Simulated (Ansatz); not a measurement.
```yaml
crystal:
  periodic: [false, false, false]
  atoms:
    - {symbol: C, position_ang: [-1.870156, -1.267936, 1.853768]}
    - {symbol: C, position_ang: [-0.898114, -0.638289, 0.913366]}
    - {symbol: C, position_ang: [-1.249786, 0.517026, 0.188227]}
    - {symbol: C, position_ang: [-0.344970, 1.077108, -0.677893]}
    - {symbol: C, position_ang: [-0.737913, 2.305928, -1.503821]}
    - {symbol: F, position_ang: [-1.977135, 2.719662, -1.239151]}
    - {symbol: F, position_ang: [-0.667823, 2.022402, -2.804150]}
    - {symbol: F, position_ang: [0.094943, 3.314108, -1.254267]}
    - {symbol: O, position_ang: [0.839783, 0.689919, -0.905058]}
    - {symbol: Ti, position_ang: [2.014480, -0.751913, -0.129547]}
    - {symbol: O, position_ang: [2.116515, -2.514682, -0.422644]}
    - {symbol: O, position_ang: [3.189357, -0.207565, -1.349123]}
    - {symbol: Cl, position_ang: [2.918325, -0.148412, 1.805405]}
    - {symbol: O, position_ang: [0.226831, -1.184896, 0.802925]}
    - {symbol: H, position_ang: [-2.830679, -0.756455, 1.861943]}
    - {symbol: H, position_ang: [-2.012453, -2.315045, 1.577394]}
    - {symbol: H, position_ang: [-1.440956, -1.256724, 2.858883]}
    - {symbol: H, position_ang: [-2.230789, 0.950374, 0.299518]}
    - {symbol: H, position_ang: [1.575567, -3.131821, 0.078029]}
    - {symbol: H, position_ang: [3.193072, 0.586612, -1.887504]}
basis:
  gaussian: {orbitals: "6-31G*"}
hamiltonian: {xc: {name: HSE06}, dispersion: d4}
scf: {lower_state_search: light}
output: {forces: true}
```

```sh
$ ansatz run in.yaml --threads 11 --pin off --events-out ev --progress --plain --max-ram 110592MiB --backend cpu
```

It prints (some lines left out):

```
Functional definition: HSE06
2326 factors; integrals over basis functions are off by at most 1.2e-3 eV
178 factors; integrals over basis functions are off by at most 9.2e-7 eV
mean field evaluation 1: about -57208.8199 eV, gradient 1.1e2 eV
mean field evaluation 2: about -56748.6684 eV, gradient 4.9e2 eV
mean field evaluation 4: about -57220.5989 eV, gradient 7.0e1 eV
mean field evaluation 8: about -57229.6990 eV, gradient 6.2e-1 eV
mean field evaluation 16: about -57230.2723 eV, gradient 1.3e-2 eV
mean field -57230.27232724 eV, -2103.1737159542 hartree, gradient 6.5e-6 eV, S^2 0.000000; 0 other end points of the search recorded, 0 dependent functions left out
reference -57230.27240615 eV, -2103.1737188541 hartree; 67, 67 occupied and 180, 180 virtual orbitals, 2326 factors
Total energy: -57230.81744466 eV, -2103.1937486501 hartree
Atom 0 at    -1.870156    -1.267936     1.853768 Å, force     0.012710    -0.042457     0.028610 eV/Å
Atom 1 at    -0.898114    -0.638289     0.913366 Å, force    -0.342502     0.227280    -0.027014 eV/Å
Atom 2 at    -1.249786     0.517026     0.188227 Å, force    -0.144588    -0.019479     0.091734 eV/Å
Atom 3 at    -0.344970     1.077108    -0.677893 Å, force    -0.299759     0.321270    -0.134689 eV/Å
Atom 4 at    -0.737913     2.305928    -1.503821 Å, force     0.042697    -0.110719     0.060051 eV/Å
Atom 5 at    -1.977135     2.719662    -1.239151 Å, force    -0.226244     0.023795     0.091734 eV/Å
Atom 6 at    -0.667823     2.022402    -2.804150 Å, force     0.040235    -0.094823    -0.176615 eV/Å
Atom 7 at     0.094943     3.314108    -1.254267 Å, force     0.165813     0.109941     0.070538 eV/Å
Atom 8 at     0.839783     0.689919    -0.905058 Å, force     0.550248    -0.171278    -0.103177 eV/Å
Atom 9 at     2.014480    -0.751913    -0.129547 Å, force     0.125582    -0.220681    -0.470202 eV/Å
Atom 10 at     2.116515    -2.514682    -0.422644 Å, force     0.195276     0.531724    -0.147873 eV/Å
Atom 11 at     3.189357    -0.207565    -1.349123 Å, force    -0.221433    -0.428476     0.461273 eV/Å
Atom 12 at     2.918325    -0.148412     1.805405 Å, force     0.058245     0.031698     0.108505 eV/Å
Atom 13 at     0.226831    -1.184896     0.802925 Å, force     0.560037    -0.289638    -0.030652 eV/Å
Atom 14 at    -2.830679    -0.756455     1.861943 Å, force    -0.105202     0.037087     0.015048 eV/Å
Atom 15 at    -2.012453    -2.315045     1.577394 Å, force    -0.035851    -0.100022    -0.008486 eV/Å
Atom 16 at    -1.440956    -1.256724     2.858883 Å, force     0.014562    -0.005905     0.102922 eV/Å
Atom 17 at    -2.230789     0.950374     0.299518 Å, force    -0.092448     0.047537     0.005101 eV/Å
Atom 18 at     1.575567    -3.131821     0.078029 Å, force    -0.220367    -0.127322     0.200087 eV/Å
Atom 19 at     3.193072     0.586612    -1.887504 Å, force    -0.077010     0.280467    -0.136895 eV/Å
Dipole moment:    -1.094316    -0.168143     0.097489 e Å
```

It took 4.9 s on 11 threads of an AMD EPYC 7R13 on a shared host, with 1.7 GiB of host memory at the peak.
